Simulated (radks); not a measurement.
Se V, configuration [Ar] 3d10 4s2.

All-electron calculation, non-relativistic Kohn-Sham, exchange-only B88, spin-polarised, spherical densities, point nucleus. Program: a radial shooting solver on a logarithmic mesh with Libxc functionals.

Energy parts (eV):
total: -65204.986
kinetic: 65204.986
electron-nucleus: -154477.115
Hartree: 26358.696
exchange: -2291.553

Orbitals (lengths in bohr, moments of r in powers of bohr; r(max) is where P^2 peaks):
1s: occ. 2; eigenvalue (eV) -12355.57; r(max) 0.02971
2s: occ. 2; eigenvalue (eV) -1612.535; r(max) 0.1682
2p: occ. 6; eigenvalue (eV) -1453.522; r(max) 0.1333
3s: occ. 2; eigenvalue (eV) -255.7387; r(max) 0.5115
3p: occ. 6; eigenvalue (eV) -201.0252; r(max) 0.5040
3d: occ. 10; eigenvalue (eV) -104.0470; r(max) 0.4508
4s: occ. 2; eigenvalue (eV) -59.9180; r(max) 1.445

The highest occupied level is 4s at -59.918 eV. Summed over all electrons, <r^2> = 14.28 bohr^2, which gives a Langevin (diamagnetic) susceptibility term of -11.3 x 10^-6 cm^3/mol. The density falls to 0.001 e/bohr^3 at r = 2.96 bohr.
